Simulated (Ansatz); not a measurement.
Total energies of Ga(PH3)F3 (GaPH₃F₃) from Ansatz at PBE0-D4/def2-TZVP, gas phase (1 Eh = 27.2114 eV = 2625.5 kJ/mol). The reference geometry is relaxed at PBE0-D4/def2-SVP.

```csv
atom,x (Å),y (Å),z (Å)
Ga1,0.625,-1.198,-0.253
P2,-0.509,0.971,0.206
H3,-1.921,0.991,0.141
H4,-0.188,2.055,-0.644
H5,-0.292,1.555,1.475
F6,-0.018,-1.542,-1.846
F7,0.006,-2.151,1.081
F8,2.297,-0.681,-0.159
```

| state | geometry | energy (Eh) |
| --- | --- | --- |
| charge 0 singlet | reference | -2567.15743 |
| charge 1 doublet | reference | -2566.72090 |
| charge 1 doublet | relaxed at PBE0-D4/def2-SVP | -2566.78518 |
| free Ga atom (doublet) | – | -1924.55212 |
| free P atom (quartet) | – | -341.13505 |
| free H atom (doublet) | – | -0.50104 |
| free F atom (doublet) | – | -99.67617 |

Question: Work out the vertical ionisation energy to the doublet.

Answer: E(charge 1 doublet) − E(charge 0 singlet) = -2566.72090 − (-2567.15743) = 0.43653 Eh = 11.88 eV. For comparison, −ε of the highest occupied level is 9.78 eV at this level, 2.10 eV less.

Question: How much does the charge 1 doublet relax, and what is the adiabatic ionisation energy?

Answer: Relaxation: -2566.72090 − (-2566.78518) = 0.06428 Eh = 1.75 eV. Adiabatic ionisation energy: 0.37225 Eh = 10.13 eV, without zero-point energy. Bonds change on the way (1 lost, 0 formed), so the relaxed form is another species. 

Question: What is the binding energy per atom against free atoms?

Answer: Atoms: 1 × (-1924.55212) + 1 × (-341.13505) + 3 × (-0.50104) + 3 × (-99.67617) = -2566.21880 Eh. Binding: -2566.21880 − (-2567.15743) = 0.93863 Eh = 25.54 eV, or 3.19 eV for each of 8 atoms (no zero-point energy, no counterpoise term).
